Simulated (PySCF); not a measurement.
## Correlation energy of Cr (chromium, neutral)

[Ar] 3d5 4p1, high-spin 7P determinant (an excited configuration). Computed with PySCF 2.14 in aug-cc-pVTZ-DK (8s7p5d3f2g, 93 functions), with the spin-free X2C one-electron Hamiltonian (Gaussian nucleus). Frozen: [Ar]; 6 electrons correlated.

```
  level  correlation energy (mhartree)
   CCSD                         -96.53
    (T)                          -3.61
CCSD(T)                        -100.14
```

Diagnostics: T1 = 0.11, D1 = 0.3597, largest double amplitude 0.075.

Question: Is a single reference adequate?

Answer: Not fully. T1 exceeds 0.03, a sign that the reference determinant is poor.
